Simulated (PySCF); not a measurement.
Isomers of C2H2OSi. Isolated molecules, 0 K electronic values unless said otherwise. Strings in code marks are SMILES.

The S1–T1 gap (TDA) from two functionals at the same geometries (PBE0-D3(BJ)/def2-TZVP), both in PySCF: PBE-D3(BJ)/def2-TZVP and PBE0-D3(BJ)/def2-TZVP. Excitations are Tamm–Dancoff values on a coarser integration grid. The basis has no diffuse functions, so Rydberg states are missing or too high.

| species | PBE0-D3(BJ)/def2-TZVP (eV) |
|---|---|
| `c1[si](=O)c1` | 0.72 |
| `O=[SiH]C#C` | 0.35 |
| `O=C=C=[SiH2]` | 0.25 |

What does PBE-D3(BJ)/def2-TZVP give for each?


- `c1[si](=O)c1`: 0.45
- `O=[SiH]C#C`: 0.32
- `O=C=C=[SiH2]`: 0.24
Over these rows, drawn at random from the members with no instability flagged (it was tested for open shells, ions and some series alone), PBE minus PBE0-D3(BJ): mean -0.10 eV, from -0.27 eV to -0.01 eV.
